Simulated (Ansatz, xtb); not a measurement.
# C5H6O2: which of two isomers lies lower

Structure a: `O=C[C@@H]1C[C@H]1C=O`, a singlet. Structure b: `O=CC1(C=O)CC1`, a singlet. Both are isolated molecules in the gas phase, relaxed with PBE0-D3(BJ)/def2-SVP; the shapes shown needn't be the lowest conformers.

a (Å):

```tsv
atom	x (Å)	y (Å)	z (Å)
C	-1.0800	-0.5697	-2.0264
C	-1.4711	0.1542	-0.7902
C	-0.5231	0.1205	0.3659
C	-1.7656	-0.7089	0.4343
C	-2.8613	-0.2409	1.3207
O	-0.4430	-1.5922	-2.0285
O	-3.1138	0.9211	1.5140
H	-1.4146	-0.0966	-2.9832
H	-2.0962	1.0447	-0.8995
H	-0.4956	1.0087	1.0017
H	0.4155	-0.4168	0.2098
H	-1.6569	-1.7869	0.2871
H	-3.4537	-1.0501	1.8160
```

b (Å):

```yaml
atoms:
  - { symbol: C, position_ang: [-3.0973, 1.7500, 0.0721] }
  - { symbol: C, position_ang: [-1.8989, 0.8882, -0.0595] }
  - { symbol: C, position_ang: [-1.6394, 0.2668, -1.3895] }
  - { symbol: C, position_ang: [-1.4712, 0.0845, 1.1675] }
  - { symbol: C, position_ang: [-0.6743, 1.2524, 0.7780] }
  - { symbol: O, position_ang: [-3.8731, 1.9826, -0.8169] }
  - { symbol: O, position_ang: [-0.6960, -0.4497, -1.6100] }
  - { symbol: H, position_ang: [-3.2389, 2.1886, 1.0967] }
  - { symbol: H, position_ang: [-2.3914, 0.5170, -2.1732] }
  - { symbol: H, position_ang: [-1.0790, -0.9078, 0.9304] }
  - { symbol: H, position_ang: [-2.1211, 0.1476, 2.0450] }
  - { symbol: H, position_ang: [0.2767, 1.0786, 0.2680] }
  - { symbol: H, position_ang: [-0.7417, 2.1690, 1.3709] }
```

Energies in hartree; the thermal terms are from GFN2-xTB frequencies at re-optimised GFN2-xTB minima (ideal gas, soft modes damped towards free rotors, one conformer each, 298.15 K, 1 atm) and include the zero-point energy:

|  | a | b |
| --- | --- | --- |
| E, CCSD(T)/def2-SVP | −343.359030 | −343.359795 |
| E, MP2/def2-SVP | −343.278093 | −343.278798 |
| E, MP2/def2-TZVPP | −343.909167 | −343.909521 |
| zero-point energy | 0.097188 | 0.097145 |
| H(298 K) − E | 0.105301 | 0.105190 |
| G(298 K) − E | 0.066185 | 0.065847 |

Correct the CCSD(T) difference for the basis set by the MP2 change, then work out ΔE, ΔE₀, ΔH and ΔG for a → b in kcal/mol (1 Eh = 627.51 kcal/mol) and the equilibrium ratio [b]/[a].

1. Differences b − a: CCSD(T) −0.000765, MP2 in the small set −0.000705, MP2 in the large set −0.000354 Eh.
2. ΔE = −0.000765 + (−0.000354 − (−0.000705)) = −0.000414 Eh = −0.26 kcal/mol.
3. ΔE₀ = ΔE + ΔZPE = −0.000414 + (−0.000043) Eh = −0.29 kcal/mol.
4. ΔH = ΔE + (−0.000111) Eh = −0.33 kcal/mol.
5. ΔG = ΔE + (−0.000338) Eh = −0.47 kcal/mol, so ΔS = (ΔH − ΔG)/T = +2.0 J/(mol K).
6. kT = 0.9442 mEh, so K = [b]/[a] = exp(−ΔG/kT) = exp(+0.80) ≈ 2.2.

The two are too close for this level to say which is favoured. An error of 1 kcal/mol in ΔG would change K by a factor of 5.4. Mirror images and further conformers aren't counted.

As drawn, both hold the same kinds of bond in the same numbers.

Other levels gave ΔE = −0.5 (GFN2-xTB); −0.4 (HF/STO-3G, GFN2-xTB geometries); −0.3 (r2SCAN-D4/def2-SVP, GFN2-xTB geometries); −0.4 (PBE0-D3(BJ)/def2-SVP); −0.4 (HF/def2-SVP); −0.4 (MP2/def2-SVP); −0.5 (CCSD(T)/def2-SVP) kcal/mol. The correlated steps freeze 7 core orbitals. Programs: Ansatz 0.2.0, xtb 6.7.1.
